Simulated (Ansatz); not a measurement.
Basis-set extrapolation for `SB1CC1Cl` (PBE0-D4/def2-TZVP geometry, frozen core, the Gaussian-basis code of Ansatz). Multiplicity 1, RHF reference.

```csv
,def2-TZVPP,def2-QZVPP
HF,-959.819456,-959.847600
MP2 correlation,-0.789948,-0.851962
CCSD(T) correlation,-0.880931,not run
```

Energies in hartree. Use E(X) = E(∞) + A·exp(−7.88·√X) for Hartree–Fock and E(X) = E(∞) + B·X^(−2.97) for correlation, with X = 3 and 4, and add CCSD(T) minus MP2 of the smaller set to the MP2 limit.

Q: What is the CCSD(T) energy at the basis-set limit?

A: HF limit: -959.847600 + (-0.028144) × 0.13774 = -959.85148. MP2 limit: -0.851962 + (-0.062014) × 0.74074 = -0.89790. Higher-order term: -0.880931 − (-0.789948) = -0.09098. Total: -960.84036 hartree, 87.8 kcal/mol below CCSD(T)/def2-TZVPP.
